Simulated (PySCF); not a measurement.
# Excitation energy of Lu by level of theory

Lu [Xe] 4f14 5d1 6s2 (2D) → Lu [Xe] 4f14 6s2 6p1 (2P), as a difference of total energies. All numbers are calculated (PySCF 2.14, scalar relativity by spin-free X2C-1e, in x2c-TZVPPall with one added diffuse shell each of s, p, d type (12s8p8d2f2g, 108 functions)). Correlated levels: valence: [Kr] 4d10 frozen; valence and next inner shell: [Ar] 3d10 frozen. The calculations carry no spin-orbit coupling.

```json
{"method": "UHF", "excitation energy (eV)": "0.144"}
{"method": "LDA", "excitation energy (eV)": "1.036"}
{"method": "PBE", "excitation energy (eV)": "0.919"}
{"method": "PBE0", "excitation energy (eV)": "0.788"}
{"method": "r2SCAN", "excitation energy (eV)": "0.992"}
{"method": "M06-2X", "excitation energy (eV)": "0.778"}
{"method": "PW91", "excitation energy (eV)": "0.955"}
{"method": "revPBE", "excitation energy (eV)": "0.898"}
{"method": "MP2 (valence)", "excitation energy (eV)": "0.542"}
{"method": "SCS-MP2 (valence)", "excitation energy (eV)": "0.454"}
{"method": "MP2 (valence and next inner shell)", "excitation energy (eV)": "0.582"}
{"method": "SCS-MP2 (valence and next inner shell)", "excitation energy (eV)": "0.488"}
```

Errors of the correlated levels include the incompleteness of this basis and the frozen core.

Question: Which method comes closest to the reference value, and which is furthest?

Answer: The reference is 0.641 eV (measured; NIST levels, between the centres of gravity of the two terms). Closest: MP2 (valence and next inner shell) (error -0.059 eV); furthest: UHF (error -0.497 eV).
